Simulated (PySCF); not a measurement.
Write a Z-matrix for `CC(=O)O[C@@H]1C[S][GeH2][S]1` as optimised with PBE0-D3(BJ)/def2-SVP.

Z-matrix in Å and degrees, rows numbered from 1:
```
C 
C   1  1.4968
O   2  1.2025  1  126.16
O   2  1.3469  1  110.82  3  -179.07
C   4  1.4187  2  116.70  1   178.72
C   5  1.5192  4  111.44  2   -80.56
S   6  1.8251  5  112.97  4   -60.66
Ge  7  2.2267  6   95.19  5   -39.46
S   5  1.8146  4  108.65  2   155.40
H   1  1.0983  2  110.44  3  -133.68
H   1  1.0954  2  109.63  3   -11.09
H   1  1.1006  2  108.78  3   108.72
H   5  1.1021  4  109.21  2    39.47
H   6  1.1005  5  109.04  4    57.83
H   6  1.0994  5  109.09  4   176.02
H   8  1.5389  7  114.36  6  -106.15
H   8  1.5376  7  110.32  6   128.54
```

Of the pairs four or more bonds apart, O3···H13 is among the closest relative to their van der Waals radii: 2.38 Å, 88 % of the sum of Bondi's values. The C–O distances run from 1.202 Å (C2=O3, drawn double) to 1.419 Å (O4–C5, drawn single), a spread of 0.217 Å. Ge8 (germanium bonded to 2 S and 2 H) is distorted tetrahedral (angles from 98.5° to 114.4°). O4 (ester single-bonded oxygen) is bent (angle 116.7°).

The calculation used PBE0-D3(BJ)/def2-SVP geometry optimisation, gas phase (PySCF).

Point group: C1 (no symmetry element, even within 0.4 Å). Whether it is a minimum is left open (no frequencies). The numbers are those of one conformer (C1–C2–O4–C5 179°, C2–O4–C5–C6 -81°, O4–C5–C6–S7 -61°, C5–C6–S7–Ge8 -39°, C6–S7–Ge8–S9 9°, S7–Ge8–S9–C5 15°).

On one thread of an Arm Neoverse N1, shared host with 64 logical CPUs at a one-minute load of 59, this took 10 min wall and 1.0 GiB of memory at its peak. This is the geometry optimisation.
